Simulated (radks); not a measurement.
Results of a calculation; reference values are marked as such.
Ionisation of Ga3+, [Ar] 3d10, to Ga4+, [Ar] 3d9, under several functionals. Dirac Kohn-Sham, spin-unpolarised, spherical densities, point nucleus; open shells fill j = l - 1/2 first; a radial shooting solver on a logarithmic mesh with Libxc functionals.

\begin{tabular}{lrrrrrr}
functional & E(Ga3+) (hartree) & Exc (hartree) & IE (eV) & -e(HOMO) (eV) & <r> HOMO (bohr) & IE error (eV) \\ \hline
exchange-only PBE & -1940.50220 & -73.37246 & 62.379 & 51.054 & 0.7930 & -0.862 \\
PW91 & -1942.32665 & -75.24420 & 63.805 & 52.418 & 0.7893 & +0.564 \\
PBEsol & -1940.41056 & -73.29383 & 63.641 & 52.264 & 0.7888 & +0.400 \\
BLYP & -1942.25957 & -75.16051 & 63.645 & 52.282 & 0.7910 & +0.404 \\
exchange-only B88 & -1940.86949 & -73.75440 & 62.369 & 51.037 & 0.7918 & -0.872 \\
AM05 & -1939.23972 & -72.10638 & 63.667 & 52.287 & 0.7883 & +0.426 \\
\end{tabular}

NIST Atomic Spectra Database: 63.24 eV (measured). Closest: PBEsol. The Delta-SCF values span 1.44 eV, the total energies 3.09 hartree. The highest occupied level is 3d5/2. Spin polarisation and multiplet splitting are left out, so open shells lie too high by an amount that depends on their filling.

Beside tabulated values, note that spin-unpolarised runs miss the spin-polarisation part of the exchange energy of open shells.
